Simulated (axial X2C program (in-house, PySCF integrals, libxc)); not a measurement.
## What spin–orbit coupling does to SbF⁻

All values were computed with an in-house all-electron X2C program for linear molecules (integrals from PySCF). Spin-free means the one-electron spin-free X2C Hamiltonian; two-component (2c) means X2C with spin–orbit coupling and atomic mean-field two-electron Coulomb and Gaunt terms, so the difference of the two also holds small scalar two-electron terms. Basis: Sb dyall-acv3z [12s13p9d5f1g], F dyall-av3z [7s6p3d2f] (cores contracted in-house); Gaussian nuclei, density fitting, unrestricted open shells. Masses: Sb 120.904 u, F 18.998 u.

Spin-free state: M_S = 1/2, Λ = 1 (beyond evenly filled blocks: π+α, π+β, π-α); fragments Sb + F-.

```
level  Re (Å)  ωe (cm⁻¹)  De (eV)  μ (D)
B97-3   2.017      478.4    1.933  -1.20
```

Dipoles are positive if F is the positive end and refer to the centre of mass.

Task: Within this multiplet, which Ω should lie lowest by the rule for regular and inverted multiplets?

Result: The open π shell holds three electrons, one hole, so the multiplet is inverted: Ω = Λ + 1/2 = 3/2. The PBE0 2c search agrees.

Two-component determinant lowest at the distance of the search:

Ω = 3/2 (⟨Sz⟩ = 0.51, ⟨Lz⟩ = 0.99 at B97-3); fragments Sb + F-.

| level | Re (Å) | ωe (cm⁻¹) | De (eV) | μ (D) |
| --- | --- | --- | --- | --- |
| B97-3 | 2.027 | 463.8 | 2.035 | -1.34 |

Task: From the two tables, how do the constants change at the B97-3 level (2c against spin-free)?

Result: At the B97-3 level Re rises by 0.010 Å and ωe decreases by 14.6 cm⁻¹; De changes by 0.102 eV.

One determinant describes the state; a PBE0 search over occupations chose it and may have missed a lower one. De is counted from the lowest determinant-based energies of the atoms at the same level, without counterpoise correction. Density functionals use the spin component along the axis (collinear). The functionals have no current-density term, which raises determinants with orbital currents, atoms included. The highest occupied level of some functionals is positive through self-interaction error; at Hartree–Fock it is bound.
